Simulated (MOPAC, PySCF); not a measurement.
C2H10Si2, SMILES `C[SiH](C)[SiH3]`, neutral singlet in the gas phase. 

Cartesian coordinates (Å):
SMILES: [SiH3][SiH](C)C
```xyz
14

C     -1.8413    -0.2246     0.1909
Si    -0.1211    -0.0802    -0.5464
C      0.4339     1.7122    -0.5977
Si     1.3975    -1.3558     0.7018
H     -1.8563     0.1481     1.2180
H     -2.1794    -1.2629     0.2035
H     -2.5597     0.3584    -0.3913
H     -0.1408    -0.6234    -1.9376
H      1.4254     1.8058    -1.0458
H     -0.2625     2.3140    -1.1875
H      0.4771     2.1345     0.4093
H      1.4605    -0.8581     2.1063
H      0.9955    -2.7899     0.7460
H      2.7713    -1.2782     0.1305
```
Charge 0, spin multiplicity 1.

All levels are single points at this geometry (PBE0-D3(BJ)/def2-TZVP); Pople sets use spherical d functions. Orbital energies aren't observables, and empty levels follow the basis.

B3LYP/6-31G* in PySCF gives HOMO (eV) = -7.42.

### Question
Estimate the HOMO (eV) from each of these levels: PBE-D3(BJ)/def2-TZVP in PySCF; PBE0-D3(BJ)/def2-TZVP in PySCF; B3LYP/3-21G in PySCF; B3LYP/6-311+G** in PySCF; B3LYP/LANL2DZ in PySCF; BP86/6-31G* in PySCF; PBE/6-31G* in PySCF; SVWN5/6-31G* in PySCF; HF/3-21G in PySCF; PM3 in MOPAC; PM6 in MOPAC; PM7 in MOPAC.

### Answer

```csv
level,HOMO (eV)
PBE-D3(BJ)/def2-TZVP in PySCF,-6.62
PBE0-D3(BJ)/def2-TZVP in PySCF,-7.74
B3LYP/3-21G in PySCF,-7.60
B3LYP/6-311+G** in PySCF,-7.61
B3LYP/LANL2DZ in PySCF,-7.71
BP86/6-31G* in PySCF,-6.59
PBE/6-31G* in PySCF,-6.48
SVWN5/6-31G* in PySCF,-6.51
HF/3-21G in PySCF,-10.35
PM3 in MOPAC,-9.45
PM6 in MOPAC,-8.47
PM7 in MOPAC,-10.31
```
